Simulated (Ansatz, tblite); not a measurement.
Cost and result up the ladder for the cluster Cs₂Cl₂ (4 atoms). The state is a singlet with charge 0. Geometry: PBE-D4/def2-TZVP.

```xyz
4

Cs   -1.838   -1.072    0.885
Cs    1.838    1.072   -0.885
Cl   -1.308    1.330   -1.106
Cl    1.308   -1.330    1.106
```

Ansatz on 4 threads of Arm Neoverse V1 on a shared host; xTB runs through tblite on one thread. Times are rough, summed over both states, and most runs start from the orbitals of an earlier one. CCSD(T)/def2-TZVPP serves as the yardstick here, not as an exact answer. The other state is a quintet at its own geometry, which has other bonds, so the gap mixes isomer and spin.

In the def2 sets Cs takes a core potential; there is no spin–orbit coupling. The xTB rows come from tblite. LC-ωPBE has ω = 0.4 bohr⁻¹. Correlated methods freeze 10 core orbitals; core or outer-core shells of Cs are correlated, in sets that lack core-valence functions. In the quintet geometry the species has come apart into loosely held pieces. The structure comes from a short search, and lower isomers may exist.

Correlated methods converge slowly with the basis.

xTB has no spin-polarisation term.

| level | functions | wall time | quintet − singlet (eV) | difference from CCSD(T)/def2-TZVPP (eV) |
| --- | --- | --- | --- | --- |
| GFN1-xTB | 26 | 0.005 s | 10.88 | 0.87 |
| GFN2-xTB | 26 | 0.008 s | 10.30 | 0.29 |
| MP2/def2-TZVP | 132 | 2.8 s | 10.28 | 0.26 |
| PBE-D4/def2-TZVP | 132 | 9.5 s | 10.01 | 0.00 |
| revPBE-D4/def2-TZVP | 132 | 10 s | 9.69 | -0.32 |
| RPA@PBE/def2-TZVP | 132 | 11 s | 9.14 | -0.87 |
| PBE0-D4/def2-TZVP | 132 | 13 s | 10.05 | 0.04 |
| LC-ωPBE/def2-TZVP | 132 | 13 s | 10.60 | 0.58 |
| B2PLYP/def2-TZVP | 132 | 15 s | 10.14 | 0.13 |
| r2SCAN-D4/def2-TZVP (with forces) | 132 | 24 s | 10.53 | 0.52 |
| r2SCANh-D4/def2-TZVP | 132 | 25 s | 10.45 | 0.44 |
| CCSD(T)/def2-TZVPP | 156 | 51 s | 10.01 | 0.00 |
| B97M-V/def2-TZVP | 132 | 54 s | 10.33 | 0.32 |
